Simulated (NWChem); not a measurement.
C3H5ClO; SMILES C=C(Cl)OC

```xyz
10

C     -1.6495    -0.8020    -0.2099
C     -0.5345    -0.2104     0.2125
Cl     0.9306    -1.1705     0.5508
O     -0.4422     1.1005     0.4936
C      0.5885     1.8465    -0.1668
H     -2.5223    -0.1934    -0.4190
H     -1.7121    -1.8759    -0.3245
H      0.4554     2.8804     0.1541
H      0.4787     1.7754    -1.2554
H      1.5803     1.4903     0.1288
```
Atoms are numbered in this order, from 1.

Structure relaxed at the B3LYP/6-31G* (spherical d) level.

Problem. Give the principal values of the shielding tensors (ppm) of C1, C2, Cl3, O4, C5 from LDA (Slater exchange, VWN5)/pcSseg-1, GIAO (NWChem), with their diamagnetic and paramagnetic parts as GIAO splits them.

Solution. 
```csv
atom,σ11,σ22,σ33,isotropic,diamagnetic,paramagnetic
C1,-8.4,108.7,140.1,80.1,254.9,-174.8
C2,-82.2,39.6,71.0,9.5,256.7,-247.2
Cl3,374.8,562.8,1003.1,646.9,1145.9,-499.0
O4,91.4,221.0,264.6,192.4,397.2,-204.9
C5,80.5,92.6,181.4,118.2,249.2,-131.0
```
